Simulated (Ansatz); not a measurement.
## Ansatz (development build ahead of 0.2.0) run

```yaml
crystal:
  periodic: [false, false, false]
  atoms:
    - { symbol: H, position_ang: [0.0, 0.0, 0.0] }
    - { symbol: Be, position_ang: [0.0, 0.0, 1.33] }
    - { symbol: H, position_ang: [0.0, 0.0, 2.66] }
basis:
  gaussian: { orbitals: aug-cc-pVDZ }
total_charge: -1
magnetization:
  spin_polarized: true
  initial_magnetization: 1
hamiltonian:
  xc: pbe0
```

The input is written out in the form of the current development build from the run's settings.

The run gave:

```yaml
Converged: yes
Total_energy: -15.86337 hartree
Spin_squared_of_the_determinant: 0.751
Stability_test: minimum
```
